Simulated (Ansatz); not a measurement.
`[TeH]C1=NC1` + H₂Se → `[SeH]C1=NC1` + H₂Te  (substitution at a C–Te bond)

Computed with Ansatz on PBE0-D4/def2-TZVP structures; ΔE is electronic, products minus reactants. CCSD(T)/CBS is the MP2 limit (def2-TZVPP, def2-QZVPP) plus CCSD(T) − MP2 in def2-TZVPP, frozen cores. Functionals use def2-TZVPP. def2 core potentials past Kr. For Se, Te outer-core shells are correlated without core-valence functions, which leaves a few kJ/mol of doubt a bond. Scalar relativity is left out up to krypton. Each species was taken in one conformer, which may not be the lowest.

`[TeH]C1=NC1`:

Cartesian coordinates in Å:
```
Te 0.481 -2.254 -0.303
C -0.125 -0.406 0.376
N -0.689 0.110 1.367
C -0.265 1.027 0.230
H 1.073 -1.597 -1.703
H -1.058 1.439 -0.388
H 0.583 1.680 0.420
```

H₂Se:

Cartesian coordinates in Å:
```
Se 0.673 0.120 0.030
H -0.234 -0.816 0.703
H -0.439 0.696 -0.733
```

`[SeH]C1=NC1`:

Z-matrix (Å, degrees):
```
C
C 1 1.442
N 1 1.525 2 49.8
H 1 1.087 2 120.2 3 -100.9
H 1 1.087 2 120.2 3 100.9
Se 2 1.858 1 152.0 3 180.0
H 6 1.468 2 93.3 1 0.1
```

H₂Te:

Z-matrix (Å, degrees):
```
Te
H 1 1.656
H 1 1.656 2 90.4
```

| species | revPBE-D4 energy (Eh) |
| --- | --- |
| `[TeH]C1=NC1` | -400.78989 |
| H₂Se | -2402.55514 |
| `[SeH]C1=NC1` | -2534.08172 |
| H₂Te | -269.26104 |

Q: Work out ΔE.

A: ΔE = (-2534.08172) + (-269.26104) − (-400.78989) − (-2402.55514) = 0.00227 Eh = +6.0 kJ/mol. CCSD(T)/CBS gives +12.1 kJ/mol.

Q: What do rigid-rotor, harmonic-oscillator terms from PBE0-D4/def2-TZVP frequencies (298.15 K, 1 bar) make of the CCSD(T)/CBS value? (An estimate is asked.)

A: Computed: ΔZPE = -0.5 kJ/mol, ΔH = +10.9 kJ/mol, ΔS = -2 J/(mol·K), ΔG = +11.6 kJ/mol.

Largest T1 diagnostic among the species: 0.012.

At CCSD(T), def2-SVP lies −8.0 kJ/mol from the extrapolated value and def2-TZVPP −4.6 kJ/mol. Leaving LDA and LC-ωPBE aside and taking each functional with its dispersion term where it has one, the values, not all of them listed here, spread over 2.6 kJ/mol, from r2SCAN0-D4 to BLYP-D4.
